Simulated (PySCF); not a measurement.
# How methods differ on the ionisation energy of P¹¹⁺

P¹¹⁺ [He] 2s2 → P¹²⁺ [He] 2s1 [2s1/2^1, M_J = 1/2], as a difference of total energies. All numbers are calculated (PySCF 2.14, the two-component X2C-1e Hamiltonian, in an uncontracted even-tempered set (17 s from 1.7 bohr⁻², ratio 2.4; 10 p from 2.2 bohr⁻², ratio 2.4; 5 d from 7.5 bohr⁻², ratio 2.6; 5 f from 11 bohr⁻², ratio 2.6)). Correlated levels: nothing frozen; the 28 highest virtual spinors dropped. "Screened" scales the spin-orbit matrix elements by Boettger's factors to mimic the two-electron term; Breit and QED terms are absent.

| method | ionisation energy (eV) |
| --- | --- |
| GHF (screened spin-orbit) | 555.83 |
| GMP2 (screened spin-orbit) | 558.79 |

Question: How much does correlation contribute at GMP2 (screened spin-orbit)?

Answer: 558.79 − (555.83) = 2.96 eV, measured against GHF (screened spin-orbit).

For comparison: 560.62 ± 0.1 eV (semi-empirical (NIST evaluation); NIST Atomic Spectra Database, ionization energies).
